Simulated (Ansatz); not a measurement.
`[SiH3][SiH](Cl)Br` → `Cl[SiH2]Br` + `[SiH2]`  (silylene loss)

Calculated with Ansatz (gas phase, PBE0-D4/def2-TZVP geometries, no zero-point term in ΔE). CCSD(T)/CBS is the MP2 limit (def2-TZVPP, def2-QZVPP) plus CCSD(T) − MP2 in def2-TZVPP, frozen cores. This one scheme is used for every species. Functionals use def2-TZVPP. B3LYP here is the variant with VWN-RPA as its local correlation; programs differ in this. For Br outer-core shells are correlated without core-valence functions, which leaves a few kJ/mol of doubt a bond. Scalar relativity is left out up to krypton.

```tsv
level	ΔE (kJ/mol)	difference from CCSD(T)/CBS
LDA (SPW92)	278.1	39.1
PBE-D4	255.3	16.3
revPBE-D4	249.0	10.0
r2SCAN-D4	262.9	23.9
B97M-V	239.0	0.0
PBE0-D4	259.5	20.5
B3LYP-D4	237.8	-1.2
r2SCANh-D4	262.9	23.9
r2SCAN0-D4	262.8	23.8
CAM-B3LYP-D4	240.6	1.6
ωB97X-V	249.9	10.9
ωB97M-V	231.0	-8.0
B2PLYP	231.7	-7.3
PBE-QIDH	256.3	17.3
PBE	245.9	6.9
revPBE	230.9	-8.1
BLYP	211.8	-27.2
r2SCAN	260.6	21.6
PBE0	251.1	12.1
B3LYP	222.5	-16.5
r2SCANh	260.2	21.2
r2SCAN0	259.8	20.8
BHLYP	229.2	-9.8
CAM-B3LYP	231.6	-7.4
LC-ωPBE	257.7	18.7
RPA@PBE/def2-TZVPP	211.7	-27.3
HF/def2-SVP	206.4	-32.6
MP2/def2-SVP	237.6	-1.4
CCSD/def2-SVP	216.0	-23.0
CCSD(T)/def2-SVP	220.5	-18.5
HF/def2-TZVPP	210.2	-28.8
MP2/def2-TZVPP	246.6	7.6
SCS-MP2/def2-TZVPP	233.3	-5.7
CCSD/def2-TZVPP	225.3	-13.7
CCSD(T)/def2-TZVPP	231.1	-7.9
MP2/def2-QZVPP	251.2	12.2
SCS-MP2/def2-QZVPP	238.0	-1.0
HF/CBS(def2)	210.1	-28.9
MP2/CBS(def2)	254.6	15.6
CCSD/CBS(def2)	233.2	-5.8
CCSD(T)/CBS	239.0	0
```

Largest T1 diagnostic among the species: 0.014.

From BLYP to BHLYP (50 % exact exchange), in def2-TZVPP and without D4, ΔE moves by +17.4 kJ/mol. In def2-TZVPP, CCSD(T) changes the Hartree–Fock value by +20.9 kJ/mol (the triples alone add +5.8 kJ/mol) and MP2 by +36.4 kJ/mol.

CCSD(T)/CBS has its own doubt, a few kJ/mol and more with outer-core shells, so smaller differences from it don't rank the levels.
